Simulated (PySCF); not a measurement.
# Ionisation energy of Cl²⁺ by level of theory

Cl²⁺ [Ne] 3s2 3p3 (4S) → Cl³⁺ [Ne] 3s2 3p2 (3P), as a difference of total energies. Computed with PySCF 2.14 in x2c-SVPall, with scalar relativity by spin-free X2C-1e. Correlated levels: valence: [Ne] frozen. The calculations carry no spin-orbit coupling.

```csv
method,ionisation energy (eV)
UHF,38.917
PBE0,39.610
MN15,39.688
MP2 (valence),39.346
SCS-MP2 (valence),39.183
CCSD (valence),39.259
CCSD(T) (valence),39.260
```

How much does correlation contribute at CCSD(T) (valence)?

39.260 − (38.917) = 0.343 eV, measured against UHF.

The reference lies between the lowest fine-structure levels, while these numbers refer to the centres of the terms.

Errors of the correlated levels include the incompleteness of this basis and the frozen core.

For comparison: 39.8 ± 0.11 eV (semi-empirical (NIST evaluation); NIST Atomic Spectra Database, ionization energies).
